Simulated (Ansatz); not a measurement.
Cost and result for the atomization energy of C2H8O3Si2, SMILES `C=C[Si](O)(O)O[SiH3]` (15 atoms, 14 bonds).

```xyz
15

C    -2.4490   -0.4120    0.9161
C    -1.5574    0.2254    0.1626
Si   -0.0736   -0.6098   -0.5409
O    -0.0410   -2.2092   -0.1917
O    -0.1395   -0.4110   -2.1589
O     1.2958    0.0328    0.0813
Si    2.1425    1.4127    0.3108
H    -3.3182    0.0885    1.3336
H    -2.3484   -1.4703    1.1389
H    -1.7143    1.2844   -0.0371
H     0.5368   -2.4761    0.5242
H     0.4429   -0.9468   -2.6995
H     3.0055    1.2382    1.5053
H     1.2234    2.5610    0.5292
H     2.9946    1.6921   -0.8738
```

Total charge 0; spin multiplicity 1. The structure was optimised at the PBE0-D4/def2-TZVP level. It is one conformer, not always the lowest. Program: Ansatz. All runs use 2 threads of an AMD EPYC 7R13 on a shared host and a share of an NVIDIA H100 80 GB. Times are those of one run each, without the atoms' runs, and a repeat can differ threefold. Electronic energies, without spin–orbit coupling; frozen cores. CCSD(T)/CBS adds CCSD(T) − MP2 in def2-TZVPP to the MP2 limit, and its time is that of the two runs behind it. T1 = 0.012. B3LYP takes the VWN-RPA correlation (the form of Gaussian; ORCA's B3LYP/G).

CCSD(T)/CBS is a level of theory with its own doubt, some kJ/mol a heavy atom from the limit and from the frozen cores, so smaller differences don't rank the functionals.

```json
{"level": "CCSD(T)/def2-TZVPP", "functions": "351", "atomization (kJ/mol)": "5871.0", "difference from CCSD(T)/CBS": "-170.9", "per bond": "-12.2"}
{"level": "MP2/def2-QZVPP", "functions": "665", "atomization (kJ/mol)": "6098.8", "difference from CCSD(T)/CBS": "56.9", "per bond": "4.1"}
{"level": "r2SCAN-D4/def2-TZVPP (with forces)", "functions": "351", "atomization (kJ/mol)": "6021.6", "difference from CCSD(T)/CBS": "-20.3", "per bond": "-1.5"}
{"level": "ωB97X-V/def2-TZVPP", "functions": "351", "atomization (kJ/mol)": "6027.0", "difference from CCSD(T)/CBS": "-14.9", "per bond": "-1.1"}
{"level": "PBE0-D4/def2-TZVPP", "functions": "351", "atomization (kJ/mol)": "5966.2", "difference from CCSD(T)/CBS": "-75.7", "per bond": "-5.4"}
{"level": "ωB97M-V/def2-TZVPP (with forces)", "functions": "351", "atomization (kJ/mol)": "6033.7", "difference from CCSD(T)/CBS": "-8.2", "per bond": "-0.6"}
{"level": "B3LYP-D4/def2-TZVPP (with forces)", "functions": "351", "atomization (kJ/mol)": "5999.2", "difference from CCSD(T)/CBS": "-42.7", "per bond": "-3.0"}
{"level": "PBE-D4/def2-TZVPP (with forces)", "functions": "351", "atomization (kJ/mol)": "6069.5", "difference from CCSD(T)/CBS": "27.6", "per bond": "2.0"}
{"level": "B2PLYP/def2-TZVPP", "functions": "351", "atomization (kJ/mol)": "5950.9", "difference from CCSD(T)/CBS": "-91.0", "per bond": "-6.5"}
{"level": "CCSD(T)/CBS(def2)", "functions": "–", "atomization (kJ/mol)": "6041.9", "difference from CCSD(T)/CBS": "0.0", "per bond": "0.0"}
```

Question: Order the runs by time, with rough figures. (An estimate is asked.)

Answer: Ansatz gave: B2PLYP/def2-TZVPP 4.7 s; ωB97X-V/def2-TZVPP 4.8 s; PBE0-D4/def2-TZVPP 5 s; B3LYP-D4/def2-TZVPP (with forces) 6.5 s; r2SCAN-D4/def2-TZVPP (with forces) 7 s; ωB97M-V/def2-TZVPP (with forces) 7 s; PBE-D4/def2-TZVPP (with forces) 8.5 s; MP2/def2-QZVPP 9.5 s; CCSD(T)/def2-TZVPP 11 s; CCSD(T)/CBS(def2) 21 s.

From PBE to PBE0 (25 % exact exchange), in def2-TZVPP and without D4, the atomization energy moves by −98.0 kJ/mol: exact exchange takes away binding that semilocal exchange gives to molecules. The D4 term adds +59.8 kJ/mol with B3LYP and +32.1 kJ/mol with PBE0; it sums over pairs of atoms, weighted by their polarisabilities, and B3LYP, whose exchange is more repulsive, gets the larger term. In def2-TZVPP, CCSD(T) changes the Hartree–Fock value by +1454.7 kJ/mol (the triples alone add +85.2 kJ/mol) and MP2 by +1579.6 kJ/mol; breaking electron pairs costs correlation energy, which Hartree–Fock lacks.
